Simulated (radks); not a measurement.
The lutetium ion Lu3+, [Xe] 4f14. Calculated with a radial shooting solver on a logarithmic mesh with Libxc functionals: non-relativistic Kohn-Sham, PBE, spin-polarised, spherical densities, point nucleus. Every spin shell is full or empty, so the densities are truly spherical. Functionals are evaluated on that one density, not self-consistently. Rank these exchange functionals by their error against the exact value of the orbitals, and give that value: LDA, B88, PBE, PBEsol, revPBE, WC, AM05, SOGGA, B86b, G96, APBE, TPSS, SCAN, MS2, MVS.

Answer. Exact: -281.977 hartree. From best to worst, with 100 (|E| - |E exact|)/|E exact| (equal figures are ties): revPBE -0.04, PBE -0.14, TPSS -0.19, MVS +0.22, B86b +0.23, SCAN +0.24, B88 +0.29, WC -0.45, MS2 -0.46, APBE +0.49, G96 +0.67, PBEsol -1.68, SOGGA -1.69, AM05 -3.60, LDA -3.83.
